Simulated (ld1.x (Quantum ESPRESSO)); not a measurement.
## Which change was made? (Sn, PAW)

```json
{
 "Element": "Sn (Z = 50)",
 "Generator": "ld1.x (Quantum ESPRESSO) 7.5",
 "Type": "PAW",
 "Functional": "PBE",
 "Relativity": "fully relativistic",
 "Frozen core": "[Kr]",
 "Valence charge": "14",
 "Reference configuration": "4d10 5s2 5p2",
 "Partial waves": "5s (bound): rcut 1.75, rcutus 2.20 bohr; 5s channel at 2.1 Ry: rcut 1.75, rcutus 2.20 bohr; 5p (bound): rcut 2.50, rcutus 2.95 bohr; 5p channel at 0.4 Ry: rcut 2.50, rcutus 2.95 bohr; 4d (bound): rcut 1.50, rcutus 1.75 bohr; 4d channel at -0.95 Ry: rcut 1.50, rcutus 1.75 bohr",
 "Local potential": "all-electron potential smoothed inside 2.95 bohr (lloc = -1)",
 "Core correction": "Bessel-smoothed model core inside 1.25 bohr",
 "Augmentation charge": "BESSEL, radius 1.15 bohr"
}
```

Open shells are filled in proportion to 2j + 1 (rel_dist='average').

Cutoffs, loose and tight: the cutoffs (Ry, on a coarse ladder) from which the occupation-weighted sum of valence levels, in a spherical-Bessel basis at the reference potential, stays within 10 and 1 mRy of its value at 400 Ry. They do not see the model core or the augmentation charge, which bear on the density cutoff. Test errors are all-electron minus pseudo excitation energies from the reference, over the configurations 4d10 5s2 5p1; 4d10 5s2 5p0; 4d10 5s1 5p0; 4d9 5s2 5p3; 4d10 5s0 5p0; 4d10 5s1 5p2; 4d10 5s2 5p1.5; variants that change the core or the reference have their own tests.

The base gives: outcome: generated; bound ghosts: not determined; largest test error (meV): -30.

After one change the result is: outcome: generated; bound ghosts: not determined; largest test error (meV): -21. Which change was it?
A. type ultrasoft; local potential all-electron potential smoothed inside 2.10 bohr (lloc = -1); augmentation built from norm-conserving waves at rcut, not smoothed further
B. local potential all-electron potential smoothed inside 1.58 bohr (lloc = -1)
C. waves 5p (bound): rcut 2.50, rcutus 3.02 bohr; 5p channel at 0.4 Ry: rcut 2.50, rcutus 3.02 bohr
D. local potential all-electron potential smoothed inside 1.70 bohr (lloc = -2)

C. The others give: local potential all-electron potential smoothed inside 1.58 bohr (lloc = -1) → outcome: generated; bound ghosts: not determined; largest test error (meV): +153 | local potential all-electron potential smoothed inside 1.70 bohr (lloc = -2) → outcome: generated; bound ghosts: not determined; largest test error (meV): +60 | type ultrasoft; local potential all-electron potential smoothed inside 2.10 bohr (lloc = -1); augmentation built from norm-conserving waves at rcut, not smoothed further → outcome: generated; cutoff, loose: 40 Ry; cutoff, tight: 60 Ry; bound ghosts: none; largest test error (meV): -156.
